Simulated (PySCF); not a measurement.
How methods differ on the ionisation energy of V²⁺

V²⁺ [Ar] 3d3 (4F) → V³⁺ [Ar] 3d2 (3F), as a difference of total energies. Calculation: PySCF 2.14, in def2-TZVPPD (6s6p4d2f1g, 67 functions); no relativity, point nucleus. Correlated levels: valence: [Ar] frozen. The calculations carry no spin-orbit coupling.

| method | ionisation energy (eV) | plus first-order spin-orbit estimate | difference from reference of that sum (eV) |
| --- | --- | --- | --- |
| UHF | 28.340 | 28.332 | -0.979 |
| MP2 (valence) | 28.703 | 28.695 | -0.616 |
| SCS-MP2 (valence) | 28.461 | 28.453 | -0.858 |
| CCSD (valence) | 28.769 | 28.761 | -0.550 |
| CCSD(T) (valence) | 28.771 | 28.763 | -0.548 |

Reference: 29.311 eV (measured; NIST Atomic Spectra Database, ionization energies).

A first-order spin-orbit estimate (lowest level to lowest level, LS coupling) adds -0.008 eV.

These non-relativistic numbers lack the scalar-relativistic shift.

Errors of the correlated levels include the incompleteness of this basis and the frozen core.
